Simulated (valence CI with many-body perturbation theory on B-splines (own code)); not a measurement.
# Which ion has this spectrum?

A relativistic CI+MBPT calculation for an atom or ion with 23 electrons gives these levels (cm⁻¹):

```
   J  Parity       E     g
 5/2    even       0  1.40
 5/2    even  204428  1.32
 7/2    even  286426  1.15
 3/2    even  295561  1.21
11/2    even  297305  1.12
 9/2    even  328555  1.14
 5/2    even  346929  1.14
 1/2    even  361010  1.85
 7/2    even  383291  1.09
 3/2    even  472195  0.79
 5/2    even  487565  1.25
 7/2    even  537697  1.21
11/2    even  543810  1.08
 9/2    even  557790  1.14
```

The energies are calculated, and their last digits are not significant.

Which is it?
A. Pm38+
B. Tb42+
C. Sm39+
D. Gd41+

D. Gd41+, ground level (3d3/2^4 3d5/2) J=5/2.
